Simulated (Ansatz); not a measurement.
`O=C[SiH2][SiH2][SiH3]` + `[SiH3][O][InH2]` → `O=C[SiH2]O[SiH3]` + `[SiH3][SiH2][InH2]`  (redistribution)

Computed with Ansatz on PBE0-D4/def2-TZVP structures; ΔE is electronic, products minus reactants. CCSD(T)/CBS is the MP2 limit (def2-TZVPP, def2-QZVPP) plus CCSD(T) − MP2 in def2-TZVPP, frozen cores. def2 core potentials past Kr. For In outer-core shells are correlated without core-valence functions, which leaves a few kJ/mol of doubt a bond. One conformer a species, not always the lowest.

```tsv
level	ΔE (kJ/mol)
HF/CBS(def2)	-96.1
MP2/CBS(def2)	-77.2
```

Task: What does CCSD(T)/CBS give? (An estimate is asked.)

Result: Ansatz gave: -73.4 kJ/mol. The listed levels differ from it by -22.7, -3.8 kJ/mol.

Largest T1 diagnostic among the species: 0.016.

From PBE to PBE0 (25 % exact exchange), in def2-TZVPP and without D4, ΔE moves by −10.5 kJ/mol. In def2-TZVPP, CCSD(T) changes the Hartree–Fock value by +19.6 kJ/mol (the triples alone add +4.8 kJ/mol) and MP2 by +15.8 kJ/mol.
